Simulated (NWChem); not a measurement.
System: CH5GaN, doublet; SMILES [CH3][Ga][NH2]

Here is an NWChem input.

```
start job
memory heap 200 mb stack 900 mb global 1100 mb
geometry units angstroms noautoz
  Ga     0.175093     0.034933     0.523091
  C     -0.651388    -1.758046     0.067742
  H      0.089082    -2.390467    -0.429334
  H     -1.510232    -1.596449    -0.592611
  H     -0.978551    -2.249123     0.988608
  N     -0.727378     1.541519    -0.072193
  H     -1.460184     1.503446    -0.773765
  H     -0.357207     2.478606     0.027102
end
basis spherical
  * library def2-svp
end
dft
  odft
  mult 2
  xc xctpssh
  iterations 150
  mulliken
end
task dft energy
```

Parts of the log:

```
             Northwest Computational Chemistry Package (NWChem) 7.3.0
             --------------------------------------------------------

 C1  symmetry detected

                             Geometry "geometry" -> ""
                             -------------------------

 Output coordinates in angstroms (scale by  1.889725989 to convert to a.u.)

  No.       Tag          Charge          X              Y              Z
 ---- ---------------- ---------- -------------- -------------- --------------
    1 Ga                  31.0000     0.39600572    -0.04260786     0.00012706
    2 C                    6.0000    -0.59669606     1.72366071    -0.00494844
    3 H                    1.0000    -0.25563559     2.34139588     0.83016695
    4 H                    1.0000    -1.67056587     1.52844944     0.08718672
    5 H                    1.0000    -0.39413080     2.24900394    -0.94258816
    6 N                    7.0000    -0.64143197    -1.57937298    -0.02622270
    7 H                    1.0000    -1.63665813    -1.57573316     0.17419962
    8 H                    1.0000    -0.24898677    -2.50862581     0.06034553

 Effective nuclear repulsion energy (a.u.)     171.6425661326

                                 NWChem DFT Module
                                 -----------------

 Summary of "ao basis" -> "ao basis" (spherical)
 ------------------------------------------------------------------------------
       Tag                 Description            Shells   Functions and Types
 ---------------- ------------------------------  ------  ---------------------
 Ga                         def2-svp                12       32   5s4p3d
 C                          def2-svp                 6       14   3s2p1d
 H                          def2-svp                 3        5   2s1p
 N                          def2-svp                 6       14   3s2p1d

            General Information
            -------------------
          SCF calculation type: DFT
          Wavefunction type:  spin polarized.
          No. of atoms     :     8
          No. of electrons :    49
           Alpha electrons :    25
            Beta electrons :    24
          Charge           :     0
          Spin multiplicity:     2
          Use of symmetry is: off; symmetry adaption is: off
          Maximum number of iterations: 150
          AO basis - number of functions:    85
                     number of shells:    39
          Convergence on energy requested:  1.00D-06
          Convergence on density requested:  1.00D-05
          Convergence on gradient requested:  5.00D-04

              XC Information
              --------------
                  TPSS hybrid Method XC Functional
                     Hartree-Fock (Exact) Exchange  0.100
                  TPSS metaGGA Exchange Functional  0.900
             TPSS03 metaGGA Correlation Functional  1.000

             Grid Information
             ----------------
          Grid used for XC integration:  medium
          Radial quadrature: Mura-Knowles
          Angular quadrature: Lebedev.
          Tag              B.-S. Rad. Rad. Pts. Rad. Cut. Ang. Pts.
          ---              ---------- --------- --------- ---------
          Ga                  1.30      112           8.0       590
          C                   0.70       49          11.0       434
          H                   0.35       45          12.0       434
          N                   0.65       49          11.0       434
          Grid pruning is: on
          Number of quadrature shells:   435
          Spatial weights used:  Erf1

      Superposition of Atomic Density Guess
      -------------------------------------

 Sum of atomic energies:       -2017.34124822

      Non-variational initial energy
      ------------------------------

 Total energy =   -2018.505927
 1-e energy   =   -3152.423563
 2-e energy   =     962.275070
 HOMO         =      -0.132893
 LUMO         =       0.032532

     ---------------------------------------------
      Total Density - Mulliken Population Analysis
     ---------------------------------------------

    Atom       Charge   Shell Charges
 -----------   ------   -------------------------------------------------------
    1 Ga  31    30.31   2.00  2.00  2.00  1.04  0.44  6.00  5.98  0.47  0.31  8.11  1.83  0.15
    2 C    6     6.61   1.99  0.97  0.29  2.08  1.26  0.01
    3 H    1     0.87   0.66  0.19  0.03
    4 H    1     0.88   0.66  0.19  0.03
    5 H    1     0.87   0.66  0.19  0.03
    6 N    7     7.92   1.99  1.05  0.47  2.61  1.79  0.01
    7 H    1     0.77   0.59  0.13  0.05
    8 H    1     0.77   0.60  0.13  0.05

     --------------------------------------------
      Spin Density - Mulliken Population Analysis
     --------------------------------------------

    Atom       Charge   Shell Charges
 -----------   ------   -------------------------------------------------------
    1 Ga  31     0.69   0.00  0.00  0.00  0.17  0.26  0.00  0.00  0.12  0.13  0.00 -0.00  0.00
    2 C    6     0.20   0.00  0.03 -0.01  0.12  0.06  0.00
    3 H    1     0.01   0.00  0.01  0.00
    4 H    1     0.02   0.01  0.01  0.00
    5 H    1     0.01   0.00  0.01  0.00
    6 N    7     0.05   0.00  0.02 -0.01  0.03  0.01  0.00
    7 H    1     0.02   0.01  0.01  0.00
    8 H    1     0.00   0.00  0.00  0.00

[...]
```

Level: TPSSh/def2-SVP, spin-unrestricted. Structure relaxed at the B3LYP/6-31G* (spherical d), spin-unrestricted level. This spin state was assumed; another may lie lower. No stability test was run on the SCF state.
